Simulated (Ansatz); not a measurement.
A made-up structure of MgHTeBr, closed shell:

| atom | x (Å) | y (Å) | z (Å) |
| --- | --- | --- | --- |
| Br1 | -2.9525 | 0.7134 | 0.3458 |
| Mg2 | -0.6650 | 0.4605 | -0.0232 |
| Te3 | 1.8972 | 0.1902 | -0.4413 |
| H4 | -0.1993 | -0.8502 | -1.0350 |

It is relaxed with PBE-D4/def2-SVP and then PBE0-D4/def2-TZVP (Ansatz 0.2.0). Atoms count as bonded within 1.22 times the sum of their covalent radii (H–H: 0.88 Å). The end point is not checked to be a true minimum.

Task: Does its bonding change? (Judge from chemistry; the calculation decides.)

Result: By the calculation: Yes. Formed: Te3–H4; broken: Mg2–H4.

Where it ends: The first stage lowers the energy by 1.84 eV in 9 steps. It ends as MgHTeBr ([Br][Mg][TeH]):
Br1  (-3.252, 1.051, 0.623)
Mg2  (-1.031, 0.580, 0.092)
Te3  (1.465, 0.079, -0.484)
H4  (0.897, -1.197, -1.384)
(Å)

Labels in which every atom is bracketed show which atoms are joined, not bond orders.

For scale, one of the runs: PBE0-D4/def2-TZVP relaxation, 136 basis functions, launched by `ansatz run in.yaml --threads 2 --pin off --events-out ev --progress --plain --max-ram 4352MiB`. Hardware: 2 CPU threads of an Arm Neoverse V2, shared host. Wall time about 20 s.
